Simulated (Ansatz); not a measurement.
Cost and result up the ladder for Ga13P13H30, a nanocrystal cut from zinc blende GaP (hydrogen-capped) (56 atoms). Total charge 0; singlet. Geometry: PBE-D4/def2-SVP.

```xyz
56

Ga    0.672   -0.702    2.879
Ga    2.900    2.485    1.710
Ga    4.594   -1.048    1.942
Ga    1.635   -2.531   -0.388
Ga    3.846    0.690   -1.497
Ga   -1.160    2.921    2.763
Ga   -3.195   -0.216    3.964
Ga   -2.087   -2.131    0.578
Ga   -3.867    1.518    0.505
Ga   -0.039    0.957   -0.547
Ga    0.838   -0.869   -4.007
Ga   -2.816   -0.477   -3.059
Ga   -1.180   -4.041   -2.873
P     2.803    0.380    2.764
P    -0.989    0.786    3.748
P     1.097    3.764    2.673
P     0.044   -1.063    0.608
P     2.105    1.982   -0.489
P     3.709   -1.339   -0.306
P     0.898   -2.795   -2.650
P     2.975    0.202   -3.692
P    -1.638    2.384    0.482
P    -3.580   -0.556    1.586
P    -2.598   -2.420   -1.742
P    -4.276    0.980   -1.810
P    -0.669    0.545   -2.802
H     0.747   -2.033    3.718
H     4.249    3.298    1.724
H     4.506   -2.435    2.692
H     5.903   -0.166    1.834
H     1.741   -3.920    0.348
H     5.225    1.445   -1.585
H    -2.143    3.983    3.383
H    -3.031   -1.631    4.646
H    -4.190    0.911    4.458
H    -2.099   -3.508    1.345
H    -4.936    2.536    1.052
H     0.488   -1.009   -5.536
H    -3.281   -0.605   -4.557
H    -1.083   -5.331   -1.967
H    -1.578   -4.044   -4.404
H     3.154    0.678    4.121
H    -0.575    1.078    5.089
H     1.481    4.117    4.006
H     1.095    5.085    2.119
H     2.022    3.220   -1.206
H     4.658   -2.177   -0.978
H     1.894   -3.610   -3.283
H     3.956   -0.577   -4.384
H     3.049    1.375   -4.510
H    -1.666    3.616   -0.249
H    -4.881   -1.153    1.498
H    -3.915   -2.985   -1.775
H    -5.601    0.449   -1.904
H    -4.499    2.185   -2.551
H    -0.711    1.803   -3.486
```

Ansatz on 11 threads of AMD EPYC 7R13 on a shared host and a whole NVIDIA H100 80GB HBM3. Times are rough, and most runs start from the orbitals of an earlier one. PBE0-D4/def2-TZVP serves as the yardstick here, not as an exact answer. Differences are given only for rows in sets of like size (and for xTB, whose basis is part of the method), since another set adds its own error. Binding counts from free atoms at the same level (Ga doublet, P quartet, H doublet; other spins of the atoms weren't run), without zero-point energy or a counterpoise term.

Single mean-field runs in def2-SVP, def2-TZVP are fitted with def2-universal-jkfit.

| level | functions | wall time | binding energy per atom (eV) | difference from PBE0-D4/def2-TZVP (eV) |
| --- | --- | --- | --- | --- |
| PBE-D4/def2-SVP | 800 | 5.5 s | 2.86 | – |
| PBE-D4/def2-TZVP (with forces) | 1285 | 12 s | 2.86 | 0.00 |
| PBE0-D4/def2-SVP | 800 | 13 s | 2.86 | – |
| r2SCAN-D4/def2-TZVP (with forces) | 1285 | 13 s | 2.86 | 0.01 |
| PBE0-D4/def2-TZVP | 1285 | 16 s | 2.85 | 0.00 |
